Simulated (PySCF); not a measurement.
TPSS on Ga (gallium, neutral)

Configuration: [Ar] 3d10 4s2 4p1, 2P determinant. All numbers are calculated (PySCF 2.14, the non-relativistic Hamiltonian (point nucleus), in pcseg-2 (6s5p3d1f, 43 functions)).

| Item | Value |
| --- | --- |
| Total energy | -1924.835 hartree |
| One-electron energy | -2684.026 hartree |
| Hartree (Coulomb) energy | 834.180 hartree |
| Exchange-correlation energy | -74.989 hartree |
| Kinetic energy | 1923.97376 hartree |
| ⟨S²⟩ | 0.7529 |
| ⟨L²⟩ | 2.009 |
| Sum of ⟨r⟩ | 23.29 bohr |
| Sum of ⟨r²⟩ | 39.69 bohr² |
| Traceless quadrupole moment −½Σ⟨3z² − r²⟩ along its main axis | -5.32 e·bohr² |
| Density at the nucleus (Gaussians lack the cusp) | 20200 bohr⁻³ |
| Spin density at the nucleus | -0.257 bohr⁻³ |
| Langevin diamagnetic susceptibility | -31.4 ×10⁻⁶ cm³/mol |
| Time after the integrals | 1.1 s of wall time on 1 thread of Neoverse-V2 (shared host) |

```
shell  electrons  mean orbital energy (eV)  spread (eV)  rms radius, mean of both spins (bohr)
 1s α          1                  -10108.1            0                                 0.0572
 1s β          1                  -10108.1            0                                 0.0572
 2s β          1                   -1235.0            0                                  0.240
 2s α          1                   -1235.0            0                                  0.240
 2p α          3                   -1092.5        0.066                                  0.213
 2p β          3                   -1092.4        0.091                                  0.213
 3s α          1                   -144.63            0                                  0.711
 3s β          1                   -144.62            0                                  0.711
 3p α          3                   -98.358        0.244                                  0.743
 3p β          3                   -98.338        0.304                                  0.743
 3d α          5                   -19.641        0.246                                  0.924
 3d β          5                   -19.583        0.357                                  0.924
 4s α          1                    -8.941            0                                   2.57
 4s β          1                    -8.193            0                                   2.57
 4p α          1                    -3.051            0                                   3.64
```
